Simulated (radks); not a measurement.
Results of a calculation; reference values are marked as such.
The gallium ion Ga3+, 28 electrons, occupied as [Ar] 3d9 5s1 (not the ground configuration). Code: a radial shooting solver on a logarithmic mesh with Libxc functionals. Model: scalar-relativistic Kohn-Sham, r2SCAN, spin-polarised, spherical densities, finite nucleus; open shells are filled with parallel spins first; meta-GGA in the generalised Kohn-Sham scheme; Fermi nuclear charge, rms radius 3.9973 fm.

Unscreened Slater integrals over Kohn-Sham orbitals (cm^-1). They are taken over the spin-up orbitals.

F0(5s,5s): 50065
F0(5s,3d): 68491
G2(5s,3d): 3075.2
F0(5s,3p): 68907
G1(5s,3p): 2453.6
F0(5s,3s): 69038
G0(5s,3s): 1786.2
F0(3d,3d): 272560
F2(3d,3d): 128360
F4(3d,3d): 80304
F0(3d,3p): 282750
F2(3d,3p): 135050
G1(3d,3p): 165630
G3(3d,3p): 101520
F0(3d,3s): 287300
G2(3d,3s): 126330
F0(3p,3p): 295990
F2(3p,3p): 148330
F0(3p,3s): 300730
G1(3p,3s): 199190
F0(3s,3s): 305930

Derived for the open shells (J is the average intra-shell exchange parameter used in DFT+U). 3d: Racah B = F2/49 - 5 F4/441 = 1709 cm^-1, C = 35 F4/441 = 6373 cm^-1, C/B = 3.73, F4/F2 = 0.626, J = (F2 + F4)/14 = 14900 cm^-1.
